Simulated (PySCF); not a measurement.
Structure with atom numbers: `[CH3:1][CH2:2][CH2:3][CH2:4][C:5](=[O:6])[Cl:7]` (H(Xn): hydrogen on atom n).

GIAO shifts from PySCF 2.14.0 with density-fitted response routines on PBE0-D3(BJ)/def2-TZVP geometries (one conformer, non-relativistic, equivalent nuclei averaged), against TMS at the same level and in the same medium; PCM means IEF-PCM chloroform.

Measured (solution, not stated per compound (mostly CDCl3 or CCl4); Pretsch, Buehlmann, Badertscher, Structure Determination of Organic Compounds, 4th ed. (2009)): H(C4) 2.88, H(C3) 1.67, H(C2) 1.40, H(C1) 0.93 ppm.

Problem. Which unscaled values do B97-2/pcSseg-2, gas; WP04/pcSseg-2, PCM; wB97X-D/pcSseg-2, PCM give, and how close are they?

Solution. 
```json
{"atoms": "H(C4)", "measured": "2.88", "B97-2/pcSseg-2, gas": "2.92", "WP04/pcSseg-2, PCM": "3.10", "wB97X-D/pcSseg-2, PCM": "3.07"}
{"atoms": "H(C3)", "measured": "1.67", "B97-2/pcSseg-2, gas": "1.55", "WP04/pcSseg-2, PCM": "1.58", "wB97X-D/pcSseg-2, PCM": "1.52"}
{"atoms": "H(C2)", "measured": "1.40", "B97-2/pcSseg-2, gas": "1.21", "WP04/pcSseg-2, PCM": "1.23", "wB97X-D/pcSseg-2, PCM": "1.22"}
{"atoms": "H(C1)", "measured": "0.93", "B97-2/pcSseg-2, gas": "1.01", "WP04/pcSseg-2, PCM": "0.97", "wB97X-D/pcSseg-2, PCM": "0.98"}
```

Mean absolute error for ¹H: B97-2/pcSseg-2, gas 0.11, WP04/pcSseg-2, PCM 0.13, wB97X-D/pcSseg-2, PCM 0.14 ppm.

Carbons that carry Cl, above all several Cl atoms, come out too deshielded, partly because spin–orbit coupling is missing.
